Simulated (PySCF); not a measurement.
Gas-phase reaction: 4 InCH3 + CH2F2 → 2 InF + C5H8 (cyclic) + 2 InH3. Level: ωB97X-V/def2-TZVP†; standard pressure 1 bar.

Computed with PySCF and rigid-rotor harmonic-oscillator thermochemistry at 1 bar. † marks an energy on the PBE0/def2-TZVP geometry and frequencies. All species are closed-shell singlets. In: scalar-relativistic def2 core potential, no spin-orbit coupling. InCH3, InH3: computed as isolated molecules; such fragments, hydroxides, amides, oligomers or adducts are transient or little studied in the gas. The harmonic model lacks anharmonicity and excited electronic states, which grow with temperature; levels with a mode under 35 cm⁻¹ are left out.

| T (K) | 1000/T (1/K) | log10 K |
|---|---|---|
| 800 | 1.2500 | 10.78 |
| 1000 | 1.0000 | 8.07 |
| 1200 | 0.8333 | 6.31 |
| 1400 | 0.7143 | 5.09 |
| 1600 | 0.6250 | 4.19 |
| 1800 | 0.5556 | ? |

Problem. Fit log10 K = a + b·(1000/T) to the five rows, get the mean ΔH° and ΔS°, and predict log10 K at 1800 K.

Solution. Means: 1000/T = 0.8845, log10 K = 6.888. Sums of products about the means: Sxy = 2.59479, Sxx = 0.245860, so b = Sxy/Sxx = 10.55 and a = 6.888 − (10.55)×0.8845 = -2.44.
ΔH° = −R ln 10 × 1000 K × b = −19.145 × (10.55) = -202 kJ; ΔS° = R ln 10 × a = -47 J/K. The run's own values go from -209 kJ and -55 J/K at 800 K to -187 kJ and -37 J/K at 1800 K.
Prediction at 1800 K: -2.44 + (10.55)×0.5556 = 3.42. The computed value is 3.50, 0.08 from the line.
For scale, ΔH°(298 K) is -215 kJ at this level, -196 kJ at ωB97M-V/def2-TZVP†, and runs from -468 to -137 kJ over the 16 levels computed.
